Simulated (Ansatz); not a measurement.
Ansatz (a first-principles code) input:
A basis named .json is the Basis Set Exchange file of that set.

Ansatz 0.2 input:
```yaml
crystal:
  periodic: [false, false, false]
  atoms:
    - {symbol: B, position_ang: [0.02870846, -0.11065372, -0.01025067]}
    - {symbol: C, position_ang: [1.53436512, -0.34301877, -0.18008595]}
    - {symbol: C, position_ang: [-1.16889662, -1.06564089, 0.04959143]}
    - {symbol: O, position_ang: [-0.34550205, 1.33170113, 0.12336529]}
    - {symbol: H, position_ang: [1.73389199, -0.49694369, -1.24986466]}
    - {symbol: H, position_ang: [1.84163127, -1.26902888, 0.31013411]}
    - {symbol: H, position_ang: [2.18723228, 0.46433532, 0.15828750]}
    - {symbol: H, position_ang: [-2.14456639, -0.62878651, -0.17352182]}
    - {symbol: H, position_ang: [-1.01301575, -1.92478203, -0.60600035]}
    - {symbol: H, position_ang: [-1.22142631, -1.47830112, 1.06688318]}
    - {symbol: H, position_ang: [-1.26741515, 1.63491068, 0.20149100]}
    - {symbol: H, position_ang: [0.31133120, 2.05021380, 0.13988923]}
basis:
  gaussian:
    orbitals: cc-pVTZ
    fitting: {mean_field: def2-universal-jkfit, correlation: cc-pVTZ-RIFIT.json}
total_charge: 1
magnetization: {spin_polarized: false}
correlation: {method: mp2, electrons: outside_noble_gas}
```

### Question
Predict the final energy.

### Answer
-180.49870 Eh (RI-MP2/cc-pVTZ). The basis has 232 functions.

It need not be the lowest isomer of its formula.
